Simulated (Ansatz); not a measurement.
The cluster Hg₄O₅. Total charge 0; singlet. Geometry B3LYP-D4/def2-SVP.

```xyz
9

Hg   -0.899   -0.786    1.881
Hg   -0.988   -2.323   -0.714
Hg    0.860    0.039   -1.097
Hg    0.892    2.981   -2.777
O    -1.818   -2.447    1.143
O     0.167   -1.539   -2.196
O     0.224    1.721    1.133
O     1.356    1.448    0.346
O     0.206    0.906    2.281
```

In the def2 sets Hg takes a core potential; there is no spin–orbit coupling. The structure holds 2 bonds between oxygen atoms, so isomers without such links may lie far lower. Another isomer (singlet) lies 0.05 eV lower at PBE0-D4/def2-TZVP; other spin states weren't run for this one.

Task: Estimate the orbital energies around the gap (eV) in Ansatz with PBE-D4/def2-SVP, PBE-D4/def2-TZVP, r2SCAN-D4/def2-TZVP, r2SCANh-D4/def2-TZVP, PBE0-D4/def2-TZVP.

Result: 
| orbital | PBE-D4/def2-SVP | PBE-D4/def2-TZVP | r2SCAN-D4/def2-TZVP | r2SCANh-D4/def2-TZVP | PBE0-D4/def2-TZVP |
| --- | --- | --- | --- | --- | --- |
| HOMO−9 | -8.83 | -8.87 | -9.13 | -9.61 | -10.11 |
| HOMO−8 | -8.62 | -8.62 | -8.87 | -9.34 | -9.83 |
| HOMO−7 | -8.32 | -8.48 | -8.69 | -9.14 | -9.65 |
| HOMO−6 | -7.40 | -7.54 | -7.81 | -8.35 | -8.97 |
| HOMO−5 | -7.21 | -7.35 | -7.63 | -8.16 | -8.76 |
| HOMO−4 | -6.92 | -7.07 | -7.28 | -7.73 | -8.37 |
| HOMO−3 | -6.71 | -6.84 | -7.14 | -7.73 | -8.26 |
| HOMO−2 | -6.67 | -6.83 | -7.06 | -7.46 | -7.89 |
| HOMO−1 | -6.13 | -6.31 | -6.62 | -7.22 | -7.77 |
| HOMO | -5.92 | -6.06 | -6.24 | -6.65 | -7.12 |
| LUMO | -3.70 | -3.80 | -3.70 | -3.39 | -2.96 |
| LUMO+1 | -3.07 | -3.16 | -3.01 | -2.67 | -2.24 |
| LUMO+2 | -2.38 | -2.56 | -2.39 | -2.12 | -1.84 |
| LUMO+3 | -2.20 | -2.38 | -2.17 | -1.81 | -1.40 |
| LUMO+4 | -1.71 | -1.99 | -1.77 | -1.55 | -1.36 |
| LUMO+5 | -0.99 | -1.29 | -1.00 | -0.78 | -0.66 |
